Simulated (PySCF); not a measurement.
Orbital picture of CaO

PBE at R = 1.824 Å; Ca aug-pcseg-1, O aug-pcseg-1; no relativity (PySCF 2.14). State: ¹Σ⁺ (singlet), closed shell. Only the outer orbitals are listed, counted within each symmetry.

```tsv
orbital	occ.	ε (eV)	on Ca (%)	main shells (%)
5σ	2	-42.81	101	101 Ca s
6σ	2	-25.02	86	87 Ca p, 11 O s
2π	2	-24.68	100	100 Ca p
2π	2	-24.68	100	100 Ca p
7σ	2	-17.40	13	88 O s, 9 Ca p
3π	2	-4.00	13	86 O p, 12 Ca d
3π	2	-4.00	13	86 O p, 12 Ca d
8σ	2	-3.87	22	76 O p, 13 Ca d
9σ	0	-2.48	90	68 Ca s, 18 Ca p
4π	0	-0.77	95	70 Ca p, 25 Ca d
4π	0	-0.77	95	70 Ca p, 25 Ca d
```

**Question.** Which are the highest filled and the lowest empty level, where do they sit, and how wide is the gap?

**Answer.** Highest filled 8σ at -3.87 eV (in %: 76 O p, 13 Ca d); lowest empty 9σ at -2.48 eV (in %: 68 Ca s, 18 Ca p); the gap at PBE is 1.39 eV.

```
bond order (Mayer)                              : 1.57
⟨S²⟩                                            : 0.000
charge on Ca (Mulliken, basis-dependent)        : 1.03
charge on Ca (Löwdin, basis-dependent)          : 1.08
dipole moment (positive dipole means Ca(−)O(+)) : -8.04 D
polarisability along the bond                   : 101.8 bohr³
polarisability across the bond                  : 34.9 bohr³
```

Shares are Mulliken populations and can fall outside 0 to 100 %.
